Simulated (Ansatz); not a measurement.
This geometry of C3H6BCl (11 atoms, charge 0, multiplicity 1) is a first-order saddle point.

These are results of RKS BLYP/6-31G in Ansatz 0.2.0, not measurements.

```xyz
11
Properties=species:S:1:pos:R:3
C -1.093 0.547 -0.883
C 0.257 -0.019 -0.379
B 0.643 -1.362 0.332
C 0.576 -0.054 1.137
Cl 2.153 0.772 1.847
H -1.543 1.222 -0.135
H -1.820 -0.252 -1.102
H -0.951 1.127 -1.809
H 1.106 0.264 -1.028
H 0.995 -2.492 0.238
H -0.257 0.191 1.803
```

(1) Which two structures does it join? (They come from a converged band through this point; their orientation in space is the band's.)

(2) How far does it lie above each of them?

Answers

(1) No bond is made or broken. The dihedral H6–C1–C2–C4 goes from 82 to -39°. The two ends are copies of one structure, up to a mirror image or an exchange of like atoms.

Initial state:

```xyz
11
Properties=species:S:1:pos:R:3
C -1.093 0.569 -0.851
C 0.274 0.051 -0.379
B 0.743 -1.334 0.180
C 0.514 -0.160 1.145
Cl 1.980 0.662 2.062
H -1.161 1.667 -0.752
H -1.915 0.123 -0.264
H -1.260 0.308 -1.910
H 1.109 0.497 -0.949
H 1.249 -2.385 -0.037
H -0.374 -0.056 1.775
```

Final state:

```xyz
11
Properties=species:S:1:pos:R:3
C -1.104 0.532 -0.860
C 0.247 -0.038 -0.399
B 0.628 -1.356 0.353
C 0.592 -0.022 1.118
Cl 2.204 0.777 1.772
H -1.910 0.274 -0.153
H -1.379 0.119 -1.846
H -1.065 1.632 -0.946
H 1.069 0.224 -1.090
H 1.007 -2.479 0.289
H -0.224 0.278 1.782
```

(2) 0.100 eV above the first and 0.100 eV above the second. This is the barrier of this one path; another mechanism may lie lower. Limits of this set-up: no polarisation functions.

Run time: 8.7 min on 1 thread of Arm Neoverse N1, on a shared host, peak memory 0.13 GiB.
